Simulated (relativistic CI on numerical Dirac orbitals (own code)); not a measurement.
**La22+: what numerical and physical settings do to a radial Dirac CI calculation**

Reference input:

```
atom La  Z=57  charge=22  electrons=35
nucleus A=139  rms_radius_fm=4.8550
hamiltonian dirac-coulomb  breit=on  qed=on  c_scale=1
orbitals kli  potential=per-configuration
slater_scale 1
correlation none
mixing on
grid step=0.0125 r_max=6.5
scf mixing=0.4 start=green max_iterations=150 tolerance=2e-08 node_fill=0.05
configurations
  [Ar] 3d10 4s2 4p5
  [Ar] 3d10 4s 4p6
  [Ar] 3d10 4s2 4p4 4d
end
```

Computed lowest total energy -8272.53520 Ha, first excitation 174781.9 cm⁻¹, 30 SCF steps. Runs with settings changed; * marks those that are bad on purpose (the QED terms keep the true α when c is scaled):

```
                          Changed    Outcome     Lowest level  ΔE (Ha)  First excitation (cm⁻¹)  SCF steps  Message
         nuclear radius 4.3695 fm  converged  4s2 4p5 2P°_3/2   -0.064                 174783.2         30         
 node fill of the KLI weights 0.5  converged  4s2 4p5 2P°_3/2  0.00577                 175391.0         30         
               speed of light × 2  converged  4s2 4p5 2P°_3/2      202                  40418.7         30         
                Slater scale -1 *  converged  4s2 4p5 2P°_3/2  0.00079                 174261.7         30         
node fill of the KLI weights 50 *  converged  4s2 4p5 2P°_3/2     0.62                 177879.0         33
```
